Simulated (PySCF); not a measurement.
PbBr, SMILES [Br][Pb] (connectivity only; charge and spin as stated), neutral, multiplicity 2.

Geometry optimised at PBE-D3(BJ)/def2-TZVP. The spin state was assumed, not searched. The def2 effective core potentials stand for the cores of Pb; spin–orbit coupling is left out.

The numbers are results of PBE-D3(BJ)/def2-TZVP (PySCF), not measurements.

Frequencies are harmonic and unscaled.

```
mode  ν (cm⁻¹)  IR (km/mol)  moving atoms (share of kinetic energy)
----  --------  -----------  --------------------------------------
1          204         22.0                        Br 72 %, Pb 28 %
```
